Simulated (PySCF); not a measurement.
```xyz
3
charge 1 multiplicity 5, angstrom
Rh    0.0000    0.0000    0.0000
F     1.8022    0.0000    0.0000
F    -1.8022    0.0000    0.0000
```

Computed with PySCF, UPBE0, basis Rh def2-TZVP with ECP28, F def2-TZVP (scalar-relativistic core potentials, no spin–orbit coupling, density fitting).

This geometry of RhF₂⁺ is a stationary point at this level.

(1) What is the point group?

(2) Is it a minimum?

(3) List the harmonic modes with their infrared intensities.

(4) What are the dipole moment and the gap between the highest occupied and lowest empty levels of either spin?

Answers

(1) D∞h.

(2) Yes: all harmonic wavenumbers are real, though the softest, 58 cm⁻¹, leaves little margin.

(3) 
| symmetry | ω (cm⁻¹) | IR (km/mol, summed over degenerate members) | type |
| --- | --- | --- | --- |
| πu | 58 | 40.2 | bend |
| σg+ | 682 | 0.0 | stretch |
| σu+ | 790 | 141 | stretch |

(4) 0.00 D about the centre of mass and 3.52 eV.

Only a few start shapes were tried, so a lower isomer may exist. Open d and f shells are described by one determinant, and the ground state may have another occupation or spin.
